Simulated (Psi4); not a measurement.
HLiO, singlet, at a GFN2-xTB geometry (such geometries of metal compounds can be far from the true shape); B3LYP/aug-cc-pVDZ run with Psi4.

Input for Psi4:
```
memory 2 GB

molecule mol {
0 1
Li   -0.000000   -0.000000   -1.222438
O     0.000000    0.000000    0.302062
H     0.000000    0.000000    1.250819
}

set {
  basis aug-cc-pvdz
  reference rks
  s_tolerance 1e-5
  s_orthogonalization canonical
}

energy('b3lyp')
print_variables()
```

Output, abridged:

```
   => Loading Basis Set <=

    Name: AUG-CC-PVDZ
    Role: ORBITAL
    Keyword: BASIS

         ---------------------------------------------------------
                                   SCF
               by Justin Turney, Rob Parrish, Andy Simmonett
                          and Daniel G. A. Smith
                              RKS Reference
         ---------------------------------------------------------

  ==> Geometry <==

    Molecular point group: c2v
    Full point group: C_inf_v

    Geometry (in Angstrom), charge = 0, multiplicity = 1:

       Center              X                  Y                   Z               Mass
    ------------   -----------------  -----------------  -----------------  -----------------
         LI           0.000000000000     0.000000000000    -1.118995176157     7.016003436600
         O            0.000000000000     0.000000000000     0.405504823843    15.994914619570
         H            0.000000000000     0.000000000000     1.354261823843     1.007825032230

  Running in c2v symmetry.

  Rotational constants: A = ************  B =      1.27097  C =      1.27097 [cm^-1]
  Rotational constants: A = ************  B =  38102.76912  C =  38102.76912 [MHz]
  Nuclear repulsion =   13.434712555457947

  Charge       = 0
  Multiplicity = 1
  Electrons    = 12
  Nalpha       = 6
  Nbeta        = 6

  ==> Algorithm <==

  SCF Algorithm Type is DF.
  DIIS enabled.
  MOM disabled.
  Fractional occupation disabled.
  Guess Type is SAD.
  Energy threshold   = 1.00e-06
  Density threshold  = 1.00e-06
  Integral threshold = 1.00e-12

  ==> Primary Basis <==

  Basis Set: AUG-CC-PVDZ
    Blend: AUG-CC-PVDZ
    Number of shells: 23
    Number of basis functions: 55
    Number of Cartesian functions: 59
    Spherical Harmonics?: true
    Max angular momentum: 2

  ==> DFT Potential <==

   => LibXC <=

    Version 7.1.2
    S. Lehtola, C. Steigemann, M. J. T. Oliveira, and M. A. L. Marques,  SoftwareX 7, 1–5 (2018) (10.1016/j.softx.2017.11.002)

   => Composite Functional: B3LYP <=

    B3LYP Hyb-GGA Exchange-Correlation Functional

    P. J. Stephens, F. J. Devlin, C. F. Chabalowski, and M. J. Frisch,  J. Phys. Chem. 98, 11623 (1994) (10.1021/j100096a001)

    Deriv               =              1
    GGA                 =           TRUE
    Meta                =          FALSE

    Exchange Hybrid     =           TRUE
    MP2 Hybrid          =          FALSE

   => Exchange Functionals <=

    0.0800   Slater exchange
    0.7200         Becke 88

   => Exact (HF) Exchange <=

    0.2000               HF

   => Correlation Functionals <=

    0.1900   Vosko, Wilk & Nusair (VWN5_RPA)
    0.8100   Lee, Yang & Parr

   => LibXC Density Thresholds  <==

    XC_HYB_GGA_XC_B3LYP:  1.00E-15

   => Molecular Quadrature <=

    Radial Scheme          =       TREUTLER
    Pruning Scheme         =           NONE
    Nuclear Scheme         =       TREUTLER

    Blocking Scheme        =         OCTREE
    BS radius alpha        =              1
    Pruning alpha          =              1
    Radial Points          =             75
    Spherical Points       =            302
    Total Points           =          66782
    Total Blocks           =            563
    Max Points             =            256
    Max Functions          =             55
    Weights Tolerance      =       1.00E-15

   => Loading Basis Set <=

    Name: (AUG-CC-PVDZ AUX)
    Role: JKFIT
    Keyword: DF_BASIS_SCF

  ==> Integral Setup <==

  SCF_SUBTYPE=INCORE selected. In-core MEM_DF algorithm will be used.
  Using in-core AOs.

  ==> MemDFJK: Density-Fitted J/K Matrices <==

    J tasked:                   Yes
    K tasked:                   Yes
    wK tasked:                   No
    Algorithm:                 Core
    Schwarz Cutoff:           1E-12
    Mask sparsity (%):       0.0000
    Fitting Condition:        1E-10

   => Auxiliary Basis Set <=

  Basis Set: (AUG-CC-PVDZ AUX)
    Blend: AUG-CC-PVDZ-JKFIT + DEF2-UNIVERSAL-JKFIT
    Number of shells: 57
    Number of basis functions: 169
    Number of Cartesian functions: 196
    Spherical Harmonics?: true
    Max angular momentum: 3

    Using canonical orthogonalization.
  Minimum eigenvalue in the overlap matrix is 1.4008750354E-03.
  Reciprocal condition number of the overlap matrix is 2.3968100810E-04.

  ==> Pre-Iterations <==

  SCF Guess: Superposition of Atomic Densities via on-the-fly atomic UHF (no occupation information).

   -------------------------
    Irrep   Nso     Nmo
   -------------------------
     A1        27      27
     A2         4       4
     B1        12      12
     B2        12      12
   -------------------------
    Total      55      55
   -------------------------

  ==> Iterations <==

                           Total Energy        Delta E     RMS |[F,P]|

   @DF-RKS iter SAD:   -82.81920919492440   -8.28192e+01   0.00000e+00
    Occupation by irrep:
             A1    A2    B1    B2
    DOCC [     5,    0,    1,    0 ]
    NA   [     5,    0,    1,    0 ]
    NB   [     5,    0,    1,    0 ]

   @DF-RKS iter   1:   -83.01750154324463   -1.98292e-01   3.00019e-02 DIIS/ADIIS
    Occupation by irrep:
             A1    A2    B1    B2
    DOCC [     4,    0,    1,    1 ]
    NA   [     4,    0,    1,    1 ]
    NB   [     4,    0,    1,    1 ]

   @DF-RKS iter   2:   -77.97964886003504    5.03785e+00   6.52309e-02 DIIS/ADIIS
   @DF-RKS iter   3:   -83.34880738705425   -5.36916e+00   1.20696e-02 DIIS/ADIIS
   @DF-RKS iter   4:   -83.39828009112514   -4.94727e-02   9.32763e-04 DIIS/ADIIS
   @DF-RKS iter   5:   -83.39858708253385   -3.06991e-04   5.14210e-04 DIIS/ADIIS
   @DF-RKS iter   6:   -83.39869101975461   -1.03937e-04   3.17273e-05 DIIS
   @DF-RKS iter   7:   -83.39869139037427   -3.70620e-07   4.36455e-06 DIIS
   @DF-RKS iter   8:   -83.39869139789556   -7.52129e-09   6.03165e-07 DIIS
  Energy and wave function converged.

  ==> Post-Iterations <==

   Electrons on quadrature grid:
      Ntotal   =   11.9999973097 ; deviation = -2.690e-06

    Orbital Energies [Eh]
    ---------------------

    Doubly Occupied:

       1A1   -19.039686     2A1    -1.974230     3A1    -0.867184
       4A1    -0.389173     1B2    -0.228052     1B1    -0.228052

    Virtual:

       5A1    -0.040674     2B1     0.005016     2B2     0.005016
       6A1     0.005892     7A1     0.014541     3B1     0.029772
       3B2     0.029772     8A1     0.040848     9A1     0.056415
      10A1     0.119619     4B1     0.121734     4B2     0.121734
       1A2     0.148307    11A1     0.148324    12A1     0.176459
       5B2     0.179102     5B1     0.179102    13A1     0.195572
       6B2     0.245327     6B1     0.245327    14A1     0.282822
      15A1     0.383250     2A2     0.460854    16A1     0.460857
       7B2     0.468373     7B1     0.468373     8B1     0.511908
       8B2     0.511908    17A1     0.555981    18A1     0.594759
      19A1     0.821227    20A1     0.918661     3A2     0.918661
       9B1     1.021307     9B2     1.021307    21A1     1.156691
      10B1     1.364254    10B2     1.364254    22A1     1.735583
      23A1     1.953644    11B1     1.981162    11B2     1.981162
      24A1     2.387347    25A1     2.652201    26A1     3.322701
       4A2     3.322736    12B1     3.418199    12B2     3.418199
      27A1     3.882664

    Final Occupation by Irrep:
             A1    A2    B1    B2
    DOCC [     4,    0,    1,    1 ]
    NA   [     4,    0,    1,    1 ]
    NB   [     4,    0,    1,    1 ]

  @DF-RKS Final Energy:   -83.39869139789556

   => Energetics <=

    Nuclear Repulsion Energy =             13.4347125554579474
    One-Electron Energy =                -141.8628451692923989
    Two-Electron Energy =                  53.8626052165131739
    DFT Exchange-Correlation Energy =      -8.8331640005742784
    Empirical Dispersion Energy =           0.0000000000000000
    VV10 Nonlocal Energy =                  0.0000000000000000
    Total Energy =                        -83.3986913978955613

Computation Completed

Properties will be evaluated at   0.000000,   0.000000,   0.000000 [a0]

Properties computed using the SCF density matrix

 Multipole Moments:

 ------------------------------------------------------------------------------------
     Multipole            Electronic (a.u.)      Nuclear  (a.u.)        Total (a.u.)
 ------------------------------------------------------------------------------------

 L = 1.  Multiply by 2.5417464519 to convert [e a0] to [Debye]
 Dipole X            :          0.0000000            0.0000000            0.0000000
 Dipole Y            :          0.0000000            0.0000000            0.0000000
 Dipole Z            :         -3.9907174            2.3457452           -1.6449722
 Magnitude           :                                                    1.6449722

 ------------------------------------------------------------------------------------

  Variable Map:
  ----------------------------------------------------------------------------
  "CURRENT ENERGY"              =>     -83.398691397896
  "CURRENT REFERENCE ENERGY"    =>     -83.398691397896
  "DD SOLVATION ENERGY"         =>       0.000000000000
  "DFT FUNCTIONAL TOTAL ENERGY" =>     -83.398691397896
  "DFT TOTAL ENERGY"            =>     -83.398691397896
  "DFT VV10 ENERGY"             =>       0.000000000000
  "DFT XC ENERGY"               =>      -8.833164000574
  "GRID ELECTRONS ALPHA"        =>       5.999998654865
  "GRID ELECTRONS BETA"         =>       5.999998654865
  "GRID ELECTRONS TOTAL"        =>      11.999997309729
  "NUCLEAR REPULSION ENERGY"    =>      13.434712555458
  "ONE-ELECTRON ENERGY"         =>    -141.862845169292
  "PCM POLARIZATION ENERGY"     =>       0.000000000000
  "PE ENERGY"                   =>       0.000000000000
  "SCF ITERATION ENERGY"        =>     -83.398691397896
  "SCF ITERATIONS"              =>       8.000000000000
  "SCF TOTAL ENERGY"            =>     -83.398691397896
  "TWO-ELECTRON ENERGY"         =>      53.862605216513
  "XC GRID RADIAL POINTS"       =>      75.000000000000
  "XC GRID SPHERICAL POINTS"    =>     302.000000000000
  "XC GRID TOTAL POINTS"        =>   66782.000000000000

  Array Variable Map:
  ----------------------------------------------------------------------------
  "CURRENT DIPOLE"              =>       0.000000000000 ... -1.644972197011 1 by 3
  "SCF DIPOLE"                  =>       0.000000000000 ... -1.644972197011 1 by 3
  "SCF TOTAL ENERGIES"          =>     -82.819209194924 ... -83.398691397896 1 by 9
```
